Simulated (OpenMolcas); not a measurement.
Pt6+ among 6 point charges of -1.7 e arranged as an octahedron (Oh), 1.91 Å from the ion.
```
   1.9100    0.0000    0.0000  -1.70
   0.0000    1.9100    0.0000  -1.70
  -1.9100    0.0000    0.0000  -1.70
   0.0000   -1.9100    0.0000  -1.70
   0.0000    0.0000    1.9100  -1.70
   0.0000    0.0000   -1.9100  -1.70
```

```json
{
  "Program": "OpenMolcas 26.06",
  "Method": "CASSCF",
  "Basis": "ANO-RCC-VDZP [7s6p4d2f]",
  "Scalar Hamiltonian": "DKH2, point nucleus",
  "Active space": "4 electrons in 5 orbitals (5d)",
  "State averaging": "2S+1 = 5 even, 5 roots; 2S+1 = 3 even, 45 roots; 2S+1 = 1 even, 50 roots",
  "Spin-orbit coupling": "RASSI with atomic mean-field integrals over the reference wave functions"
}
```

(1) What is the spin-free ground state (labels of O, the rotations of Oh)?

(2) Where is the first state of the same spin?

(3) What are the lowest two levels with spin-orbit coupling?

(4) What is χT at 300 K?

(5) Which ligand-field parameters describe the states?

Results:

(1) 5E, 2-fold in its orbital part, 100 % from free-ion D terms; it has the highest spin that d4 allows.

(2) 5T2 at 6610 cm-1 above the ground state.

(3) A 1-fold level A1, then a 3-fold level T1 7558 cm-1 above it. Their leading multiplicities are 5 (57 %) and 5 (80 %).

(4) 0.04 cm3 K/mol.

(5) A least-squares ligand-field fit to the states below 45000 cm-1, each weighted by its degeneracy and with a free common offset, gives 10Dq = 6834 cm-1, B = 1003 cm-1 and C = 4197 cm-1 (C/B = 4.19), with an rms deviation of 66 cm-1. 

Spin-orbit coupling mixes the spin-free states strongly: the lowest level takes only 33 % from its leading state, 5E. Without dynamic correlation the repulsion within the d shell is too large (B by tens of per cent), so at a given field states of lower spin stand too high. Point charges give a weaker field than real ligands, and real ions of this kind are as a rule low spin; the high spin found here belongs to the model. This field is weak: 10Dq is about 6834 cm-1, while octahedral complexes of 5d ions of charge 3 and more, computed by the same method with explicit ligands, had a median near 35000 cm-1. Ground spin and moment need not be those of a real site. Point charges carry no covalency, so the field is a model and not that of real ligands. No measured value stands beside these numbers.
